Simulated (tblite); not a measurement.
Compound: C₄H₁₀NSSi (doublet state).
Geometry (GFN2-xTB, Å), atoms numbered from 1 in this order:
```
atom  x, y, z in Å
C1    -2.5436    1.1512    0.7701
C2    -1.1729    0.6859    1.1366
C3    -0.5163   -0.3576    0.6467
C4    -0.9744   -1.3339   -0.3840
S5     1.1015   -0.7041    1.3121
Si6    2.2666   -0.2966   -0.4711
N7     3.8520   -0.0295    0.1453
H8    -3.2078    1.0519    1.6291
H9    -2.5110    2.2062    0.4993
H10   -2.9639    0.5926   -0.0607
H11   -0.6848    1.2777    1.9002
H12   -0.8936   -2.3453    0.0130
H13   -0.3296   -1.2707   -1.2641
H14   -2.0040   -1.1544   -0.6808
H15    1.8135    0.9651   -1.0559
H16    4.6267    0.0712   -0.4875
H17    4.1346   -0.4976    0.9913
```

Computed with GFN2-xTB (tblite): harmonic, unscaled wavenumbers at the GFN2-xTB geometry, gas phase. Errors from tens to a few hundred cm⁻¹ against measured bands are possible. Modes of hydrogen on silicon can be 10 to 20 % off. One conformer, not necessarily the lowest. Open shells enter through the occupations alone, without spin polarisation, and single modes of such species can be off by tens of per cent.

Harmonic wavenumbers (cm⁻¹): 27.1, 49.8, 74.0, 92.7, 107.9, 171.4, 186.9, 226.8, 251.5, 329.5, 414.9, 439.3, 459.4, 492.5, 537.6, 598.7, 687.2, 791.3, 823.7, 898.9, 938.0, 1021.2, 1026.6, 1048.1, 1085.6, 1136.7, 1316.7, 1392.0, 1403.5, 1455.4, 1475.2, 1477.1, 1489.2, 1502.5, 1716.9, 2223.6, 2959.4, 2991.9, 3009.9, 3014.5, 3041.6, 3051.5, 3065.2, 3477.9, 3525.2.

A = 3767, B = 858.6, C = 835.2 MHz; mass 132.030 u (most abundant isotopes); point group C1, symmetry number 1; spin multiplicity 2.

Problem. Zero-point energy?

Solution. Half the sum of the wavenumbers: 28753 cm⁻¹ = 343.97 kJ/mol.

Problem. What is S at 350 K and 1 bar for an ideal gas of classical rigid rotors and harmonic oscillators?

Solution. Translation 173.09, rotation 124.03, vibration 177.75, spin (R ln 2) 5.76: S = 480.6 J/(mol K).

Problem. And Cp and H(350 K) − H(0)?

Solution. Cp = 183.26 J/(mol K), of which vibrations give 150.00 (their classical limit is 45 R = 374.2); H(350 K) − H(0) = 41.39 kJ/mol without the zero-point energy, 29.75 from vibrations.

Problem. How do the functions run with temperature in this model?

Solution. 
```tsv
T (K)	S (J/(mol K))	Cp (J/(mol K))	H − H(0) (kJ/mol)	G − H(0) (kJ/mol)	ln q(vib)
100	317.0	91.9	6.40	-25.30	3.01
200	393.4	131.9	17.66	-61.03	6.51
300	453.7	167.0	32.63	-103.46	9.67
500	553.3	225.1	72.16	-204.51	15.34
800	672.7	282.5	149.00	-389.14	22.77
1000	738.6	308.5	208.21	-530.42	27.17
```

q(vib) and H(0) count from the zero-point level.

Problem. What must be added to the electronic energy to get the Gibbs energy at 350 K and 1 bar?

Solution. ZPE + [H(350 K) − H(0)] − T·S = 343.97 + 41.39 − 168.22 = 217.14 kJ/mol.

Problem. Which modes carry the vibrational entropy at 350 K?

Solution. 27.1 cm⁻¹: 26.57; 49.8 cm⁻¹: 21.52; 74.0 cm⁻¹: 18.24; 92.7 cm⁻¹: 16.39; 107.9 cm⁻¹: 15.14; 171.4 cm⁻¹: 11.40 J/(mol K); the other 39 give 68.50 together.

Hindered rotation and anharmonicity are outside this model. Other conformers, if any are populated, would add a mixing term that is left out. The structure is chiral; the term R ln 2 for an equal mix with its mirror image is left out.
